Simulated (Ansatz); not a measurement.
B2P2⁺, 4 atoms. Hardware: 4 threads of Arm Neoverse V2 on a shared host.

Correlated methods freeze 12 core orbitals.

Question: How many basis functions does each of these Ansatz runs have, and roughly what does it cost? PBE-D4/def2-SVP, charge 1 doublet, energy, from earlier orbitals; PBE0-D4/def2-SVP, charge 1 doublet, energy, from earlier orbitals; LDA (SPW92)/def2-TZVP, charge 1 quartet, energy, from earlier orbitals; r2SCAN-D4/def2-TZVP, charge 0 singlet at the geometry of the charge 1 doublet, energy, from earlier orbitals; BHLYP-D4/def2-TZVP, charge 1 doublet, energy, from earlier orbitals; r2SCANh-D4/def2-TZVP, charge 1 doublet, energy, from earlier orbitals; PBE-D4/def2-TZVP, charge 0 singlet at the geometry of the charge 1 doublet, energy, from earlier orbitals; PBE-D4/def2-TZVP, charge 1 doublet, relaxation, 7 steps; PBE0-D4/def2-SVP, charge 0 singlet at the geometry of the charge 1 doublet, energy with a search over starts; PBE with 15 % exact exchange/def2-TZVP, charge 1 quartet, energy, from earlier orbitals; CCSD(T)/def2-TZVPP, charge 1 quartet, energy, from earlier orbitals; PBE with 10 % exact exchange/def2-TZVP, charge 1 quartet, energy, from earlier orbitals.

Answer: Other jobs shared the machine, so times can vary by a factor of up to 3. A dash marks memory too small to be measured apart from the calling script's.

| run | functions | fitting or Cholesky vectors | wall time | peak host memory (GiB) |
| --- | --- | --- | --- | --- |
| PBE0-D4/def2-SVP, charge 0 singlet at the geometry of the charge 1 doublet, energy with a search over starts | 64 | 605 | 0.55 s | – |
| LDA (SPW92)/def2-TZVP, charge 1 quartet, energy, from earlier orbitals | 136 | 878 | 0.7 s | – |
| PBE-D4/def2-TZVP, charge 0 singlet at the geometry of the charge 1 doublet, energy, from earlier orbitals | 136 | 878 | 0.85 s | – |
| PBE0-D4/def2-SVP, charge 1 doublet, energy, from earlier orbitals | 64 | 605 | 0.95 s | – |
| PBE-D4/def2-SVP, charge 1 doublet, energy, from earlier orbitals | 64 | 722 | 1.1 s | – |
| PBE with 15 % exact exchange/def2-TZVP, charge 1 quartet, energy, from earlier orbitals | 136 | 878 | 1.7 s | – |
| PBE with 10 % exact exchange/def2-TZVP, charge 1 quartet, energy, from earlier orbitals | 136 | 878 | 1.7 s | – |
| r2SCAN-D4/def2-TZVP, charge 0 singlet at the geometry of the charge 1 doublet, energy, from earlier orbitals | 136 | 878 | 2 s | – |
| BHLYP-D4/def2-TZVP, charge 1 doublet, energy, from earlier orbitals | 136 | 1052 | 4.6 s | – |
| CCSD(T)/def2-TZVPP, charge 1 quartet, energy, from earlier orbitals | 146 | 906 | 8 s | 1.1 |
| r2SCANh-D4/def2-TZVP, charge 1 doublet, energy, from earlier orbitals | 136 | 878 | 9.5 s | – |
| PBE-D4/def2-TZVP, charge 1 doublet, relaxation, 7 steps | 136 | 878 | 11 s | – |
